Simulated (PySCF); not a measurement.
GaF₂, doublet: molecular constants

These are results of UPBE0 in PySCF with Ga def2-TZVP, F def2-TZVP; no relativity; density-fitted integrals, not measurements.

The structure is a minimum.

Coordinates in bohr (charge 0 multiplicity 2):
```
Ga    0.0000    0.0000   -0.6223
F     2.8260    0.0000    1.1179
F    -2.8260    0.0000    1.1179
```

```
Point group                                                                   : C2v
Bond lengths                                                                  : Ga–F 1.756 Å (×2)
Bond angles                                                                   : F–Ga–F 116.7°
Rotational constants                                                          : 0.8115, 0.1984, 0.1594 cm⁻¹
Enthalpy at 298.15 K above 0 K                                                : 12.17 kJ/mol
Principal quadrupole moments (Buckingham, traceless) about the centre of mass : -8.01, 1.70, 6.31 D Å
Lowest empty level (β)                                                        : -4.28 eV
Atomisation energy without zero-point energy                                  : 872 kJ/mol
Zero-point energy                                                             : 9.0 kJ/mol
Spin squared ⟨S²⟩                                                             : 0.752
Entropy at 298.15 K and 1 bar (electronic part: spin only)                    : 279.0 J/(mol K)
Dipole moment                                                                 : 2.44 D
Rotational symmetry number                                                    : 2
Heat capacity Cp at 298.15 K                                                  : 48.6 J/(mol K)
Principal polarisabilities                                                    : 26.1, 27.1, 30.7 bohr³
Highest occupied level (α)                                                    : -7.75 eV
```

Harmonic modes (masses in u: Ga 68.926, F 18.998):
```tsv
symmetry	ω (cm⁻¹)	IR (km/mol)	μ (u)
a1	176	22.9	22.54
a1	642	46.4	21.12
b2	682	120	23.95
```

In C2v the vibrations span 2a1 + b2. Here b1 is antisymmetric to the molecular plane and b2 lies in it.

Charges (e):
```
atom  Mulliken  Löwdin  polar tensor  spin (Mulliken)  Mayer order to Ga1
 Ga1      0.70    0.25          1.16             0.83                   –
F2,3     -0.35   -0.13         -0.58             0.09                1.00
```

Mulliken populations on Ga1: s 7.22, p 12.79, d 10.22, f 0.08.

Outer orbital energies (eV). α occupied: -24.36, -14.09, -12.57, -11.68, -11.67, -11.26, -11.14, -7.75; empty: -1.74, 0.52, 0.80, 4.42. β occupied: -24.32, -24.26, -13.50, -11.87, -11.58, -11.42, -11.18, -11.05; empty: -4.28, -0.84, 1.11, 1.51.

Only a few start shapes were tried, so a lower isomer may exist.

The final relaxation and frequency run took about 80 core-seconds on a shared host.
